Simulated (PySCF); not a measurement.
Species: C5H7N2 (doublet state).
Numbering: `[CH3:1]/[N:2]=[CH:3]\[C:4]#[C:5][CH:6][NH2:7]` (hydrogens: H8, H9, H10 on C1; H11 on C3; H12 on C6; H13, H14 on N7)

Cartesian coordinates in Å at the GFN2-xTB level; atoms count from 1:
```xyz
14
C5H7N2 angstrom
C     -2.7410    0.0953    0.4421
N     -2.2681   -1.1402    0.9814
C     -1.0127   -1.4049    1.0057
C      0.0451   -0.6258    0.5598
C      0.9414    0.1124    0.1487
C      1.9616    0.8922   -0.2685
N      3.2724    0.4838   -0.2560
H     -3.4378   -0.1328   -0.3681
H     -1.9519    0.7594    0.0658
H     -3.3068    0.6123    1.2210
H     -0.7445   -2.3680    1.4346
H      1.7681    1.8598   -0.7075
H      3.4870   -0.3360    0.2893
H      3.9866    1.1918   -0.2905
```

The hyperfine couplings belong to this conformer and change with its torsions.

Computed with PySCF 2.14.0, UKS B3LYP, pcH-1 on C H N, non-relativistic, mean-field spin-orbit, GIAO. Geometry: GFN2-xTB, one conformer, isolated molecule. Couplings are sensitive to structure, and on GFN2-xTB geometries they can be far from those on DFT ones. The frame is twisted about the C6–N7 bond at this geometry (dihedral C5–C6–N7–H13 = -15°); couplings at other torsion angles weren't computed. Stability of the SCF solution: not tested. ⟨S²⟩ is 0.777 where a pure state has 0.75.

Principal values of hyperfine tensors in MHz (contact and dipolar terms together), for some of the nuclei:

| atom | isotope | A1 | A2 | A3 |
| --- | --- | --- | --- | --- |
| C5 | 13C | -63.25 | -47.95 | -30.70 |
| C6 | 13C | -5.42 | -4.97 | 119.17 |
| C4 | 13C | 2.29 | 10.91 | 91.49 |
| H10 | 1H | 31.40 | 32.38 | 37.19 |
| H8 | 1H | 31.10 | 32.09 | 36.90 |
| C3 | 13C | -46.44 | -22.11 | -17.12 |
| N7 | 14N | 4.01 | 4.21 | 34.78 |
| N2 | 14N | -1.81 | -1.72 | 39.98 |

**Question.** Give the isotropic coupling of each nucleus in MHz and in mT (g = 2.0032), and the anisotropic part.

**Answer.** a_iso = (A1 + A2 + A3)/3, Ti = Ai − a_iso; 1 mT corresponds to 28.037 MHz.

| atom | a_iso (MHz) | a_iso (mT) | T1 | T2 | T3 |
| --- | --- | --- | --- | --- | --- |
| C5 | -47.30 | -1.687 | -15.95 | -0.65 | 16.60 |
| C6 | 36.26 | 1.293 | -41.68 | -41.23 | 82.91 |
| C4 | 34.90 | 1.245 | -32.61 | -23.98 | 56.59 |
| H10 | 33.66 | 1.200 | -2.26 | -1.28 | 3.54 |
| H8 | 33.36 | 1.190 | -2.27 | -1.27 | 3.54 |
| C3 | -28.56 | -1.019 | -17.88 | 6.45 | 11.43 |
| N7 | 14.33 | 0.511 | -10.32 | -10.12 | 20.44 |
| N2 | 12.15 | 0.433 | -13.96 | -13.87 | 27.83 |

**Question.** What spin density at the nucleus of C6 lies behind its contact coupling (g_N = 1.40482)?

**Answer.** a_FC = (2μ0/3) gₑ μB g_N μN ρ(0)/(2S·h) = 800.24 MHz × g_N × ρ(0)/(2S), with ρ in bohr⁻³. With a_FC = 36.26 MHz and 2S = 1, ρ(0) = 0.03226 bohr⁻³.

**Question.** H12 (1H, g_N = 5.58569) isn't in the table. Its spin density at the nucleus is -0.008019 bohr⁻³. What is its contact coupling?

**Answer.** By the same relation, a_FC = -35.8 MHz. Its full tensor has the principal values -54.86, -37.08, -15.59 MHz.

**Question.** Which nucleus of the table has the largest anisotropic coupling, and what is its form?

**Answer.** C6: -41.7, -41.2, 82.9 MHz, axial, in the ratio −1:−1:+2, the form that spin in one p orbital centred on that nucleus gives.

**Question.** In a single crystal, with the field along each principal axis of the tensor of C5 in turn, what first-order splitting does this nucleus give (isotropic g, quadrupole terms neglected)?

**Answer.** 2 lines (I = 1/2), spaced by |A_i|/(g × 13.996): 2.26, 1.71, 1.09 mT along the axes of A1, A2 and A3.

On one thread of an Arm Neoverse V2, no GPU, shared host with 32 logical CPUs at a one-minute load of 28, this took 41 s of wall time (with the writing of density and orbital grids) and 0.92 GiB of memory at its peak.
